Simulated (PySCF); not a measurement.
Cyanoethynyl isothiocyanate, C4N2S.
Numbering: `[N:1]#[C:2][C:3]#[C:4][N:5]=[C:6]=[S:7]`

A GFN2-xTB structure was refined with PBE0-D3(BJ)/def2-TZVP geometry optimisation, gas phase in PySCF 2.14.0. Its GFN2-xTB values:

```csv
coordinate,GFN2-xTB
N1≡C2,1.175 Å
C2–C3,1.362 Å
C3≡C4,1.176 Å
C4–N5,1.298 Å
N5=C6,1.206 Å
C6=S7,1.536 Å
N1–C2–C3,178.8°
C2–C3–C4,176.6°
C3–C4–N5,174.3°
C4–N5–C6,162.6°
N5–C6–S7,172.9°
```

How do these coordinates change at the PBE0-D3(BJ)/def2-TZVP level?

```tsv
coordinate	PBE0-D3(BJ)/def2-TZVP (Å or °)	change
C3≡C4	1.212	+0.036
C4–N5	1.273	-0.025
N1≡C2	1.157	-0.018
C6=S7	1.554	+0.018
N5=C6	1.193	-0.013
C2–C3	1.359	-0.003
C4–N5–C6	179.8	+17.2
N5–C6–S7	179.9	+7.0
C3–C4–N5	179.9	+5.6
C2–C3–C4	180.0	+3.4
N1–C2–C3	179.9	+1.1
```

The energy falls by 13.2 kJ/mol over 12 energy and gradient evaluations, the largest force component goes from 0.0860 to 1.4e-04 Eh/bohr, and the atoms move by 0.109 Å rms after alignment. The bond that changes most is C3≡C4 (both ends alkyne carbon), which lengthens by 0.036 Å. Bonds longer at the end by more than 0.005 Å: 2 of 6; shorter: 3.

The run used 223 basis functions and 96 SCF cycles in all.

Stationary, but not proved a minimum.
